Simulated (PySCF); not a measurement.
Bonding in `C=CCC[C+](C)C`

C7H13 (charge +1).
Atom-mapped SMILES: `[CH2:1]=[CH:2][CH2:3][CH2:4][C+:5]([CH3:6])[CH3:7]` (hydrogens: H8, H9 on C1; H10 on C2; H11, H12 on C3; H13, H14 on C4; H15, H16, H17 on C6; H18, H19, H20 on C7)

Geometry (GFN2-xTB, Å), atoms numbered from 1 in this order:
```xyz
20
C7H13 angstrom
C      2.6181   -0.6428   -0.4935
C      1.8541    0.0939    0.3008
C      1.0127    1.2430   -0.1642
C     -0.4429    1.1239    0.3137
C     -1.1765   -0.0715   -0.0817
C     -0.6731   -0.9055   -1.1439
C     -2.3819   -0.4529    0.6386
H      2.6935   -0.4534   -1.5525
H      3.2407   -1.4310   -0.1078
H      1.8196   -0.1047    1.3639
H      1.4205    2.1639    0.2589
H      1.0651    1.3331   -1.2504
H     -1.0042    1.9796   -0.0905
H     -0.5137    1.2528    1.4006
H     -1.3123   -1.7491   -1.3869
H     -0.4519   -0.3201   -2.0405
H      0.3341   -1.2539   -0.8374
H     -2.2094   -1.4066    1.1501
H     -2.7043    0.2830    1.3708
H     -3.1934   -0.6711   -0.0608
```

Bond orders from the PBE0/pcSseg-1 density (PySCF). Geometry: GFN2-xTB, one conformer, isolated ion.

**Question.** Where do the orders between heavy atoms depart from those drawn in the SMILES?

**Answer.** The largest departure is 0.177, at C5–C6 (drawn single, 1.177). Drawn single, order above 1.12: C5–C6 (1.177) and C5–C7 (1.156). The SMILES, with its formal charges, is one Lewis structure only.

**Question.** Set the Mayer orders of the bonds beside their lengths.

**Answer.** 
```csv
bond,drawn as,length (Å),Mayer order
C1–C2,double,1.326,1.930
C2–C3,single,1.498,1.011
C3–C4,single,1.537,1.048
C4–C5,single,1.457,1.091
C5–C6,single,1.441,1.177
C5–C7,single,1.455,1.156
C1–H8,single,1.078,0.955
C1–H9,single,1.076,0.946
C2–H10,single,1.082,0.956
C3–H11,single,1.092,0.915
C3–H12,single,1.091,0.938
C4–H13,single,1.100,0.851
C4–H14,single,1.097,0.894
C6–H15,single,1.086,0.941
C6–H16,single,1.093,0.884
C6–H17,single,1.109,0.824
C7–H18,single,1.096,0.877
C7–H19,single,1.087,0.942
C7–H20,single,1.093,0.891
```

By pair of heavy elements: C–C: lowest C2–C3 (1.011, 1.498 Å), highest C1–C2 (1.930, 1.326 Å); in 1 of the 15 pairs the longer bond (by over 0.003 Å) has the higher order (by 0.02 or more).

**Question.** Sum the orders of all bonds at each heavy atom with more than one neighbour and set the sums beside the valence in the SMILES.

**Answer.** C1 3.831 (drawn 4), C2 3.897 (drawn 4), C3 3.912 (drawn 4), C4 3.884 (drawn 4), C5 3.424 (drawn 3), C6 3.826 (drawn 4), C7 3.866 (drawn 4). Orders between atoms that aren't bonded are not in these sums.

Mayer orders depend on the basis set.

These values come from a run that also computed NMR shieldings. On one thread of an Arm Neoverse V1, no GPU (shared host), this took 37 s of wall time and 0.84 GiB of memory at its peak.
